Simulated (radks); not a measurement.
Problem. All-electron atom: Pm43+ in [Ne] 3s2 3p5 4f1 (not the ground configuration). Calculated with a radial shooting solver on a logarithmic mesh with Libxc functionals: scalar-relativistic Kohn-Sham, PBEsol, spin-polarised, spherical densities, finite nucleus; open shells are filled with parallel spins first (spin-orbit coupling, left out, can overturn this in heavy ions); Fermi nuclear charge, rms radius 4.962 fm. Some entries of the table are withheld. Estimate them.

orbital,occ.,eigenvalue (hartree),<r^2> (bohr^2)
1s up,1,-1752.427,0.0007320
1s down,1,-1752.324,0.0007319
2s up,1,-364.3617,0.01130
2s down,1,-364.2772,0.01130
2p up,3,-336.4559,0.009009
2p down,3,-336.3447,0.009007
3s up,1,-139.0912,(1)
3s down,1,-138.6878,(2)
3p up,3,-130.4869,0.06315
3p down,2,-130.0864,0.06310
4f up,1,-61.70746,0.1672
4f down,0,-61.30819,0.1677

Solution. 
(1) 3s up <r^2> (bohr^2): 0.06554
(2) 3s down <r^2> (bohr^2): 0.06550
